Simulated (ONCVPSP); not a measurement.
Wu-Cohen ONCV dataset for potassium, fully relativistic all-electron reference.

* Element: K (Z = 19)
* Generator: ONCVPSP 4.0.1
* Type: optimised norm-conserving Vanderbilt (ONCV)
* Functional: Wu-Cohen
* Relativity: fully relativistic
* Frozen core: [Ne] 3s2
* Valence charge: 7
* Reference configuration: 3p6 4s0.75 4p0.25
* Partial waves: 4s: rc 3.70 bohr, ncon 4, nbas 7, qcut 1.5 1/bohr, 2 projectors, debl 3 Ha; 3p+4p: rc 2.30 bohr, ncon 4, nbas 8, qcut 7.6 1/bohr, 2 projectors; d scattering state at 0.06 Ha: rc 2.85 bohr, ncon 4, nbas 7, qcut 3.4 1/bohr, 2 projectors, debl 3.1 Ha
* Local potential: polynomial inside 2.00 bohr (lpopt 5, dvloc0 6 Ha)
* Core correction: polynomial model core, fcfact 0.25

Open shells are filled in proportion to 2j + 1.

All-electron outer shells of the reference configuration (Wu-Cohen, scalar-relativistic, ld1.x):

```csv
shell,level (eV),outermost node (bohr),outermost maximum (bohr)
3s,-35.72,0.48,1.07
3p,-19.24,0.45,1.15
4s,-2.43,1.58,4.29
4p,-0.95,1.87,5.79
```

Calculated quality:

```json
{
 "Cutoffs needed": "13 Ha and 16 Ha (the cutoffs (Ha) at which the residual kinetic energy of the hardest occupied pseudo-wave falls to 1 and 0.1 mHa per electron)",
 "Ghost test": "no bound ghost flagged; GHOST(+) flagged for s at 249.2 eV",
 "Largest excitation error": "-158 meV (all-electron minus pseudo) for 3p5 4s1 4p0, out of 4 test configurations",
 "rms error of d²Exc/dni dnj": "5.66 mHa without and 3.13 mHa with the model core"
}
```

Generation and tests took about 7.6 s on one core of a shared server CPU.
